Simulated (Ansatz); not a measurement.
Consider the isomerisation: `CC1BC[SiH2]1` → `C=C([SiH3])BC`.

Calculated with Ansatz (gas phase, PBE0-D4/def2-TZVP geometries, no zero-point term in ΔE). CCSD(T)/CBS adds triple-zeta CCSD(T) − MP2 to the extrapolated MP2 energy (def2 sets, frozen cores). DFT in def2-TZVPP. Each species was taken in one conformer, which may not be the lowest.

```csv
level,ΔE (kJ/mol)
PBE0-D4,53.1
ωB97X-V,40.3
ωB97M-V,39.5
r2SCAN,45.4
HF/def2-TZVPP,-11.3
MP2/def2-TZVPP,42.1
SCS-MP2/def2-TZVPP,27.2
SCS-MP2/def2-QZVPP,28.9
```

Q: What does CCSD(T)/CBS give? (Estimate.)

A: Ansatz gave: +33.1 kJ/mol. The listed levels differ from it by 20.0, 7.2, 6.4, 12.3, -44.4, 9.0, -5.9, -4.2 kJ/mol.

Largest T1 diagnostic among the species: 0.012.

From PBE to PBE0 (25 % exact exchange), in def2-TZVPP and without D4, ΔE moves by +4.0 kJ/mol. In def2-TZVPP, CCSD(T) changes the Hartree–Fock value by +41.1 kJ/mol (the triples alone add +2.8 kJ/mol) and MP2 by +53.3 kJ/mol.

CCSD(T)/CBS has its own doubt, a few kJ/mol and more with outer-core shells, so smaller differences from it don't rank the levels.
